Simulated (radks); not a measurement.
Task: The mean radii <r> (bohr) of the occupied orbitals of an atom or ion are listed with their occupations. Calculated with a radial shooting solver on a logarithmic mesh with Libxc functionals: scalar-relativistic Kohn-Sham, r2SCAN, spin-polarised, spherical densities, finite nucleus; meta-GGA in the generalised Kohn-Sham scheme; Fermi nuclear charge, rms radius of each element as measured or else 0.836 A^(1/3) + 0.57 fm.

| orbital | occ. | <r> |
|---|---|---|
| 1s up | 1 | 0.03040 |
| 1s down | 1 | 0.03040 |
| 2s up | 1 | 0.1316 |
| 2s down | 1 | 0.1316 |
| 2p up | 3 | 0.1149 |
| 2p down | 3 | 0.1149 |
| 3s up | 1 | 0.3575 |
| 3s down | 1 | 0.3575 |
| 3p up | 3 | 0.3565 |
| 3p down | 3 | 0.3565 |
| 3d up | 5 | 0.3347 |
| 3d down | 5 | 0.3347 |
| 4s up | 1 | 0.8790 |
| 4s down | 1 | 0.8784 |
| 4p up | 3 | 0.9561 |
| 4p down | 3 | 0.9545 |
| 4d up | 5 | 1.216 |
| 4d down | 4 | 1.205 |
| 5s up | 1 | 2.390 |
| 4f up | 1 | 8.639 |

Name the element and its charge. Open shells, if any, are filled with parallel spins first.

Result: Z = 48, cadmium, charge +1: Cd+ in [Kr] 4d9 5s1 4f1. The 1s radius gives Z: for a bare nucleus <r> = (2 gamma + 1)/(2Z) with gamma = sqrt(1 - (Z/c)^2), 0.02993 bohr for Z = 48, and screening makes it slightly larger (0.03040 here). The occupations add up to 47, and the charge is Z minus that.
